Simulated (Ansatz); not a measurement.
Wavefunction ladder for H₇NSiSn, SMILES `[SiH3][NH][SnH3]`

Z-matrix (Å, degrees):
```
Si
N 1 1.713
H 1 1.489 2 106.5
H 1 1.491 2 112.5 3 119.4
H 1 1.492 2 113.9 3 -119.0
Sn 2 2.025 1 126.8 3 11.2
H 2 1.009 1 118.2 3 -177.9
H 6 1.704 2 107.5 1 -52.1
H 6 1.705 2 105.7 1 -172.3
H 6 1.709 2 109.8 1 67.9
```

Total charge 0; spin multiplicity 1. Correlated methods include outer-core shells of Sn, which these sets cover unevenly. Sn: def2 effective core potential. Geometry: relaxed with PBE0-D4/def2-TZVP. Frozen core, restricted reference, Ansatz.

```tsv
basis	HF (Eh)	MP2 corr.
def2-SVP	-560.66149	-0.39507
def2-TZVPP	-560.84831	-0.68179
def2-QZVPP	-560.86289	-0.91846
```

(1) Estimate the CCSD correlation energy and the (T) correction in each basis where they were run (hartree).

## Answers

(1) 
```csv
basis,CCSD corr.,(T)
def2-SVP,-0.44611,-0.01139
def2-TZVPP,-0.71746,-0.02257
```
